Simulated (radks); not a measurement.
Values are calculated unless marked as measured or tabulated.
Problem. Coherent X-ray form factor from a spherical all-electron density. Level of theory: Dirac Kohn-Sham, RPBE, spin-unpolarised, spherical densities, point nucleus (a radial shooting solver on a logarithmic mesh with Libxc functionals).

| sin(theta)/lambda (1/angstrom) | f0 (electrons) |
|---|---|
| 0.05 | 81.700 |
| 0.1 | 78.455 |
| 0.15 | 74.393 |
| 0.2 | 70.214 |
| 0.25 | 66.188 |
| 0.3 | 62.392 |
| 0.4 | 55.535 |
| 0.5 | 49.660 |
| 0.6 | 44.697 |
| 0.8 | 36.860 |
| 1 | 30.786 |
| 1.25 | 24.813 |
| 1.5 | 20.453 |
| 2 | 15.525 |

The species is in the configuration that NIST lists as its ground one. Which atom or ion scatters so?

Solution. Neutral bismuth, [Hg] 6p3. Extrapolating in s^2 from the first two rows gives f0(0) = 82.8, near the electron count 83; among species with that count, the fall with angle is slower the higher Z, and the table is that of Z = 83; from so few rows the species is fixed only to a neighbour or two.
